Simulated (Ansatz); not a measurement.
Gas-phase electronic energies from Ansatz, PBE0-D4/def2-TZVP geometries. CCSD(T)/CBS is the MP2 limit (def2-TZVPP, def2-QZVPP) plus CCSD(T) − MP2 in def2-TZVPP, frozen cores. Functionals use def2-TZVPP. Each species was taken in one conformer, which may not be the lowest.

Consider the redistribution: `C[SiH2]C=O` + `COBCS` → `C[SiH](S)C=O` + `CBOC`.

| level | ΔE (kJ/mol) |
| --- | --- |
| ωB97M-V | -119.5 |
| MP2/def2-TZVPP | -121.5 |

(1) What does CCSD(T)/CBS give? (An estimate is asked.)

Largest T1 diagnostic among the species: 0.014.

## Answers

(1) Ansatz gave: -119.3 kJ/mol. The listed levels differ from it by -0.2, -2.2 kJ/mol.
